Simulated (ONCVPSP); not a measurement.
# Transferability test, ONCV potential for I

- Element: I (Z = 53)
- Generator: ONCVPSP 4.0.1
- Type: optimised norm-conserving Vanderbilt (ONCV)
- Functional: PBE
- Relativity: scalar-relativistic
- Frozen core: [Kr] 4d10
- Valence charge: 7
- Reference configuration: 5s1.5 5p5.5
- Partial waves: 5s: rc 1.70 bohr, ncon 4, nbas 7, qcut 3.7 1/bohr, local; 5p: rc 1.95 bohr, ncon 4, nbas 7, qcut 4.3 1/bohr, 3 projectors, debl 3.3 Ha
- Local potential: the s channel
- Core correction: Teter function, fcfact 2.75, rcfact 1.3

Energies are relative to the spin-unpolarised reference configuration 5s1.5 5p5.5; without spin polarisation the order of configurations can differ from experiment.

Problem. Give the all-electron excitation energy and the error of the potential for: 5s2 5p5; 5s2 5p4; 5s2 5p3; 5s1 5p6.

Solution.

```
valence configuration  charge  ΔE all-electron (eV)  error AE − PS (meV)
              5s2 5p5       0                -5.184                 -0.6
              5s2 5p4      +1                 5.947                 -5.0
              5s2 5p3      +2                25.794                  -23
              5s1 5p6       0                 5.230                 -1.5
```

Note: ghosts flagged at negative energy: p at -647.4 eV; GHOST(+) flags only above 600 eV. A true bound ghost makes a file unfit for plane-wave use.
